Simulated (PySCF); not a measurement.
Several orderings of computed values.

Each SMILES stands for a single optimised conformer of the isolated species, non-relativistic unless stated; the electronic structure was computed with PySCF and density fitting.

The conformers computed, where there is a choice (atom-mapped SMILES and torsion angles):
- `[CH3:1][CH2:2][Si@@:3]([OH:4])([CH2:5][SiH3:6])[S:7][CH3:8]`: C1–C2–Si3–O4 -173°, C2–Si3–C5–Si6 -58°, C2–Si3–S7–C8 174°, H–O4–Si3–C2 -54°
- `[CH3:1][CH2:2][n:3]1[cH:4][p:5][cH:6][c:7]1[CH:8]=[O:9]`: C1–C2–N3–C4 93°, C6–C7–C8–O9 -179°
- `[CH3:1][CH2:2][C@@H:3]([SiH3:4])[CH2:5][SiH2:6][CH3:7]`: C1–C2–C3–Si4 -62°, C2–C3–C5–Si6 58°, C3–C5–Si6–C7 48°
- `[H]/[N:4]=[C:3](/[CH2:2][CH3:1])[CH2:5][C:6]#[C:7][SiH3:8]`: C1–C2–C3–N4 112°, C2–C3–C5–C6 -177°
- `[CH3:1][n:2]1[cH:3][c:4]([C:5](=[O:6])[O-:7])[cH:8][n+:9]1[CH3:10]`: C3–C4–C5–O6 180°
- `[CH3:1][O:2][c:3]1[n:4][c:5]([CH3:6])[cH:7][cH:8][p:9]1`: C1–O2–C3–N4 0°
- `[CH3:1][CH2:2][CH2:3][SiH2:4][SiH:5]([CH3:6])[CH3:7]`: C1–C2–C3–Si4 179°, C2–C3–Si4–Si5 -65°, C3–Si4–Si5–C6 -70°
- `[CH3:1][P:2]([CH2:3][OH:4])[c:5]1[cH:6][cH:7][cH:8][o:9]1`: C1–P2–C3–O4 49°, C1–P2–C5–C6 55°, H–O4–C3–P2 68°
- `[CH2:1]=[N:2][c:3]1[cH:4][n-:5][c:6]([F:7])[cH:8]1`: C1–N2–C3–C4 180°
- `[CH3:1][P:2]([CH2:3][OH:4])[c:5]1[cH:6][cH:7][o:8][cH:9]1`: C1–P2–C3–O4 178°, C1–P2–C5–C6 -140°, H–O4–C3–P2 58°

The conformers of `COC/P=P/CCP` aren't listed.

(1) Rank by HOMO energy, highest first (PBE0/pcSseg-1 at GFN2-xTB geometries).
A. `CC[C@@H]([SiH3])C[SiH2]C`
B. `CN1C=C(C(=O)[O-])C=[N+]1C`
C. `CCn1cpcc1C=O`
D. `c1ccoc1P(C)CO`
E. `COc1nc(C)ccp1`
F. `[H]/N=C(/CC)CC#C[SiH3]`
G. `CCC[SiH2][SiH](C)C`
H. `CC[Si@@](O)(C[SiH3])SC`

(2) Give the two extremes of that set in hartree.

(3) Rank by smallest rotational constant, lowest first (GFN2-xTB).
A. `CC[Si@@](O)(C[SiH3])SC`
B. `c1(P(CO)C)ccco1`
C. `COc1nc(C)ccp1`
D. `CCC[SiH2][SiH](C)C`
E. `C=Nc1c[n-]c(F)c1`
F. `[H]/N=C(/CC)CC#C[SiH3]`

(4) By how much do the two ends of that ranking differ?

(5) Rank by HOMO–LUMO gap, lowest first (PBE0/pcSseg-1 at GFN2-xTB geometries).
A. `CP(CO)c1ccoc1`
B. `CCC[SiH2][SiH](C)C`
C. `[H]/N=C(/CC)CC#C[SiH3]`
D. `CC[C@@H]([SiH3])C[SiH2]C`
E. `CCn1cpcc1C=O`
F. `CC[Si@@](O)(C[SiH3])SC`
G. `COC/P=P/CCP`

(6) Rank by dipole moment, lowest first (PBE0/pcSseg-1 at GFN2-xTB geometries).
A. `CC[Si@@](O)(C[SiH3])SC`
B. `CP(CO)c1ccco1`
C. `n1c(ccpc1OC)C`
D. `CCC[SiH2][SiH](C)C`

(7) By how much do the two ends of that ranking differ?

Results:

(1) B (-5.54 eV), D (-6.16 eV), E (-6.50 eV), H (-6.66 eV), C (-6.85 eV), F (-7.37 eV), A (-7.62 eV), G (-7.76 eV).

(2) `CCC[SiH2][SiH](C)C`: -0.285 Eh; `Cn1cc(C(=O)[O-])c[n+]1C`: -0.204 Eh.

(3) F (0.542 GHz), A (0.636 GHz), D (0.687 GHz), C (0.805 GHz), B (0.891 GHz), E (1.116 GHz).

(4) By 0.574 GHz, between `C=Nc1c[n-]c(F)c1` and `[H]/N=C(/CC)CC#C[SiH3]`.

(5) G (3.95 eV), E (5.17 eV), A (6.43 eV), F (7.26 eV), C (7.47 eV), B (7.99 eV), D (8.32 eV).

(6) D (0.48 D), A (0.81 D), B (1.41 D), C (2.35 D).

(7) By 1.87 D, between `COc1nc(C)ccp1` and `CCC[SiH2][SiH](C)C`.
